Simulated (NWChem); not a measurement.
Species: C5H5N; SMILES C#CC(N)C#C

```xyz
11

C      0.9675    -2.2286    -0.1564
C      0.3398    -1.2294     0.1082
C     -0.4194    -0.0104     0.4231
N     -1.7303    -0.0462    -0.2103
C      0.3802     1.1916     0.1076
C      0.9821     2.2077    -0.1602
H      1.5235    -3.1180    -0.3890
H     -0.5846    -0.0112     1.5173
H     -1.6151    -0.0376    -1.2228
H     -2.2405     0.8015     0.0317
H      1.5275     3.1024    -0.3987
```
Atoms are numbered in this order, from 1.

Results from NWChem. Pople sets run with spherical d functions. Coordinates come from a PBE0/def2-SVP optimisation. Total energies compare along this basis series because the functional is fixed.

| level | basis functions | energy (Ha) | highest occupied level (eV) | orbital gap (eV) | dipole (D) | relative time |
|---|---|---|---|---|---|---|
| PBE/STO-3G | 35 | -244.6803 | -2.80 | 5.57 | 1.25 | 1 |
| PBE/3-21G | 64 | -246.4381 | -5.10 | 4.88 | 1.34 | 1 |
| PBE/6-31G* | 94 | -247.7923 | -5.55 | 5.27 | 1.18 | 3 |
| PBE/6-311G** | 138 | -247.8739 | -5.83 | 5.16 | 1.10 | 10 |

Times are rough ratios from one shared machine.
